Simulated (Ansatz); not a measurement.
A made-up structure of SnH3S (charge +1), singlet:

```
5
angstrom
S -0.1589 0.4336 -0.5014
Sn 0.3110 -1.5862 0.4937
H 0.5298 -0.9039 2.0353
H -0.4210 0.3800 -1.8348
H -0.1547 1.5608 0.2596
```

It is relaxed with PBE-D4/def2-SVP and then PBE0-D4/def2-TZVP (Ansatz 0.2.0). Atoms count as bonded within 1.22 times the sum of their covalent radii (H–H: 0.88 Å). The end point is not checked to be a true minimum.

Problem. Does its bonding change? (Judge from chemistry; the calculation decides.)

Solution. By the calculation: No: no bond forms or breaks.

Where it ends: The first stage lowers the energy by 1.29 eV in 11 steps. It ends as SnH₃S ([SH2][SnH]), total charge +1:
```
5
angstrom
S -0.7333 0.4750 -0.4308
Sn 0.5501 -1.7285 0.5028
H 0.4540 -0.8316 2.0172
H -0.2533 0.5418 -1.6883
H 0.0886 1.4277 0.0516
```

Labels in which every atom is bracketed show which atoms are joined, not bond orders.

For scale, one of the runs: PBE0-D4/def2-TZVP relaxation, 105 basis functions, launched by `ansatz run in.yaml --threads 2 --pin off --events-out ev --progress --plain --max-ram 4352MiB`. The run took about 11 s on 2 CPU threads of an Arm Neoverse V2 (shared host).
